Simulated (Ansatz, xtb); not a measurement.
**Isomers of C5H4N2 in order of energy**

3 gas-phase structures of C5H4N2, from a drawn sample of its isomers (lower ones may exist). Each was relaxed with GFN2-xTB:

A. `N#Cn1cccc1`, a singlet
B. `N#Cc1cc[nH]c1`, a singlet
C. `N#Cc1ccc[nH]1`, a singlet

Question: Which do you expect lowest at r2SCAN-D4/def2-SVP//GFN2-xTB, and how would the others follow?

Answer: Calculated order at r2SCAN-D4/def2-SVP//GFN2-xTB: B (0.0), C (0.4), A (17.5) kcal/mol. Less than 1 kcal/mol parts B and C, so the order within that pair means little.

Energies above the lowest of each column, in kcal/mol; the last columns are at r2SCAN-D4/def2-SVP geometries:

```json
{"structure": "B", "GFN2-xTB": "2.3", "HF/STO-3G": "0.0", "r2SCAN-D4/def2-SVP//GFN2-xTB": "0.0", "r2SCAN-D4/def2-SVP": "0.0", "CCSD(T)/def2-SVP + ΔMP2/def2-TZVPP": "0.0"}
{"structure": "C", "GFN2-xTB": "2.4", "HF/STO-3G": "1.8", "r2SCAN-D4/def2-SVP//GFN2-xTB": "0.4", "r2SCAN-D4/def2-SVP": "0.4", "CCSD(T)/def2-SVP + ΔMP2/def2-TZVPP": "1.4"}
{"structure": "A", "GFN2-xTB": "0.0", "HF/STO-3G": "13.9", "r2SCAN-D4/def2-SVP//GFN2-xTB": "17.5", "r2SCAN-D4/def2-SVP": "17.0", "CCSD(T)/def2-SVP + ΔMP2/def2-TZVPP": "16.7"}
```

CCSD(T)/def2-SVP + ΔMP2/def2-TZVPP puts B lowest; GFN2-xTB picks A. ΔMP2 is the change of the MP2 energy from the smaller to the larger basis.

Programs: Ansatz 0.2.0, xtb 6.7.1.
